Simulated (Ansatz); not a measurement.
Cost and result for the atomization energy of CH6AlFSSi (`F[CH]([SiH3])[AlH][SH]`) (11 atoms, 10 bonds).

```xyz
11

F    -1.3686   -0.9179   -0.6095
C    -0.1182   -0.7215    0.0216
Si    1.1706   -0.2657   -1.2809
Al   -0.3138    0.6068    1.4781
S    -2.2560    1.5598    1.6658
H     0.1827   -1.6863    0.4565
H     2.4815   -0.1731   -0.5816
H     0.8478    1.0574   -1.8778
H     1.2449   -1.2828   -2.3613
H     0.8711    0.9860    2.4506
H    -2.7419    0.8373    0.6386
```

Charge 0, multiplicity 1. Geometry: relaxed with PBE0-D4/def2-TZVP. It is one conformer, not always the lowest. Program: Ansatz. All runs use 4 threads of an Arm Neoverse V2 on a shared host. Times are those of one run each, without the atoms' runs, and a repeat can differ threefold. Electronic energies, without spin–orbit coupling; frozen cores. CCSD(T)/CBS adds CCSD(T) − MP2 in def2-TZVPP to the MP2 limit, and its time is that of the two runs behind it. T1 = 0.012. B3LYP takes the VWN-RPA correlation (the form of Gaussian; ORCA's B3LYP/G).

CCSD(T)/CBS is a level of theory with its own doubt, some kJ/mol a heavy atom from the limit and from the frozen cores, so smaller differences don't rank the functionals.

```tsv
level	functions	wall time
PBE-D4/def2-TZVPP (with forces)	272	2.4 s
PBE0-D4/def2-TZVPP	272	3.1 s
r2SCAN-D4/def2-TZVPP (with forces)	272	4.6 s
B3LYP-D4/def2-TZVPP (with forces)	272	4.7 s
B2PLYP/def2-TZVPP	272	5.5 s
ωB97X-V/def2-TZVPP	272	8 s
ωB97M-V/def2-TZVPP (with forces)	272	12 s
MP2/def2-QZVPP	504	19 s
CCSD(T)/def2-TZVPP	272	2.4 min
CCSD(T)/CBS(def2)	–	2.7 min
```

Task: What atomization energy does each give, and how far from CCSD(T)/CBS? (Estimate.)

Result: Computed: 
| level | atomization (kJ/mol) | difference from CCSD(T)/CBS | per bond |
| --- | --- | --- | --- |
| PBE-D4/def2-TZVPP (with forces) | 3474.6 | 15.7 | 1.6 |
| PBE0-D4/def2-TZVPP | 3429.0 | -29.9 | -3.0 |
| r2SCAN-D4/def2-TZVPP (with forces) | 3467.6 | 8.7 | 0.9 |
| B3LYP-D4/def2-TZVPP (with forces) | 3440.9 | -18.0 | -1.8 |
| B2PLYP/def2-TZVPP | 3397.5 | -61.4 | -6.1 |
| ωB97X-V/def2-TZVPP | 3481.5 | 22.6 | 2.3 |
| ωB97M-V/def2-TZVPP (with forces) | 3469.8 | 10.9 | 1.1 |
| MP2/def2-QZVPP | 3449.6 | -9.3 | -0.9 |
| CCSD(T)/def2-TZVPP | 3360.0 | -98.9 | -9.9 |
| CCSD(T)/CBS(def2) | 3458.9 | 0.0 | 0.0 |

The D4 term adds +41.0 kJ/mol with B3LYP and +21.8 kJ/mol with PBE0; it sums over pairs of atoms, weighted by their polarisabilities, and B3LYP, whose exchange is more repulsive, gets the larger term. From PBE to PBE0 (25 % exact exchange), in def2-TZVPP and without D4, the atomization energy moves by −42.1 kJ/mol: exact exchange takes away binding that semilocal exchange gives to molecules. In def2-TZVPP, CCSD(T) changes the Hartree–Fock value by +827.5 kJ/mol (the triples alone add +48.3 kJ/mol) and MP2 by +858.6 kJ/mol; breaking electron pairs costs correlation energy, which Hartree–Fock lacks.
